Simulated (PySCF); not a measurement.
Potential energy surface of F2Si, singlet: symmetric bend, bond length relaxed. Scanned: F-Si-F angle. Other coordinates (Si-F bond length) were minimised at PBE0/def2-TZVP.

Method: CCSD(T) on RHF/cc-pVTZ, 7 core orbitals frozen (PySCF).

Scanned values (°): 180, 170, 160, 150, 140, 130, 120, 110, 100, 90, 80.

Problem. Locate the minima and the barriers on this grid.

Solution. Lower than their neighbours: 100° (0.0 mEh). Higher than their neighbours: 180° (68.8 mEh, end of the scan), 80° (23.0 mEh, end of the scan). The whole profile spans 68.8 mEh.
